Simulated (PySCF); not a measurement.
**Relaxation of singlet PbH₅⁻**

These are results of PBE0 in PySCF with Pb def2-TZVPD with ECP60, H def2-TZVPD; scalar-relativistic core potentials, no spin–orbit coupling; density-fitted integrals, not measurements. A (50,194) grid was used.

A hand-made square pyramidal start, of C4v symmetry, held to at least that symmetry:

```xyz
6
charge -1 multiplicity 1, angstrom
Pb    0.0000    0.0000   -0.0014
H     0.0000    0.0000    1.7586
H     1.7215    0.0000   -0.3673
H     0.0000    1.7215   -0.3673
H    -1.7215    0.0000   -0.3673
H     0.0000   -1.7215   -0.3673
```

(1) What does it relax to?

(2) How much energy is released, and in how many steps?

Answers

(1) It ends at C4v with Pb–H 1.796 Å, Pb–H 1.898 Å (×4); H–Pb–H 87.2° (×4), H–Pb–H 102.7° (×4), H–Pb–H 154.6° (×2). A frequency run shows 1 imaginary mode, down to 325i cm⁻¹, so it is a saddle point. Other isomers or separated fragments may lie lower.

(2) 39.5 kJ/mol in 5 steps.

With an element this heavy the missing spin–orbit coupling can shift these numbers.

The relaxation took about 23 core-seconds on a shared host.
